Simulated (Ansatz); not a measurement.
Two isomers of C2H5NSi: A = `C1=C[SiH2]N1`, B = `C1=NC[SiH2]1`.

Computed with Ansatz on PBE0-D4/def2-TZVP structures; ΔE is electronic, products minus reactants. CCSD(T)/CBS adds triple-zeta CCSD(T) − MP2 to the extrapolated MP2 energy (def2 sets, frozen cores). Functionals use def2-TZVPP. B3LYP here is the variant with VWN-RPA as its local correlation; programs differ in this.

Task: Which is lower in electronic energy at CCSD(T)/CBS, and by how much? (Estimate.)

Result: Computed: A, by 75.4 kJ/mol.

Task: Give E(B) − E(A) in kJ/mol with LDA (SPW92), PBE0-D4, B3LYP, BLYP-D4, r2SCAN-D4, B2PLYP, MP2/def2-TZVPP. (An estimate is asked.)

Result: The calculation gave: LDA (SPW92) 85.7, PBE0-D4 77.4, B3LYP 74.1, BLYP-D4 68.0, r2SCAN-D4 81.0, B2PLYP 75.8, MP2/def2-TZVPP 80.2. None reverses the order clearly.

Task: Does the order hold for the free energy at 298.15 K (harmonic terms from PBE0-D4)? (Best estimate.)

Result: Ansatz gave: Yes: G(B) − G(A) = +72.9 kJ/mol.

Largest T1 diagnostic: 0.013.

From PBE to PBE0 (25 % exact exchange), in def2-TZVPP and without D4, E(B) − E(A) moves by +5.9 kJ/mol. At CCSD(T), def2-SVP lies −15.5 kJ/mol from the extrapolated value and def2-TZVPP −4.9 kJ/mol.
